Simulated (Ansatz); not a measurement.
Reaction (homolysis of the F–Si bond): `F[SiH2]O[SiH2]F` → F• + `F[SiH2]O[SiH2]`•

Program: Ansatz. Geometries: PBE0-D4/def2-TZVP. ΔE: electronic, gas phase. CCSD(T)/CBS is the MP2 limit (def2-TZVPP, def2-QZVPP) plus CCSD(T) − MP2 in def2-TZVPP, frozen cores. This one scheme is used for every species, atoms too. Functionals use def2-TZVPP. Open shells (•) are unrestricted, without spin–orbit coupling. Spin–orbit coupling would lower the free atoms: a little for F. Each species was taken in one conformer, which may not be the lowest.

```tsv
level	ΔE (eV)
revPBE-D4	6.60
PBE0-D4	6.71
```

What does CCSD(T)/CBS give? (Estimate.)

Computed: +7.08 eV. The listed levels differ from it by -0.48, -0.37 eV.

Largest T1 diagnostic among the species: 0.013.

From r2SCAN to r2SCAN0 (25 % exact exchange), in def2-TZVPP and without D4, ΔE moves by −0.16 eV: exact exchange takes away binding that semilocal exchange gives to molecules. In def2-TZVPP, CCSD(T) changes the Hartree–Fock value by +1.52 eV (the triples alone add +0.09 eV) and MP2 by +1.86 eV; breaking electron pairs costs correlation energy, which Hartree–Fock lacks. Leaving LDA and LC-ωPBE aside and taking each functional with its dispersion term where it has one, the values, not all of them listed here, spread over 0.40 eV, from BHLYP-D4 to ωB97M-V. LDA lies +0.93 eV from PBE without D4, its usual overbinding.

CCSD(T)/CBS has its own doubt, a few kJ/mol and more with outer-core shells, so smaller differences from it don't rank the levels.
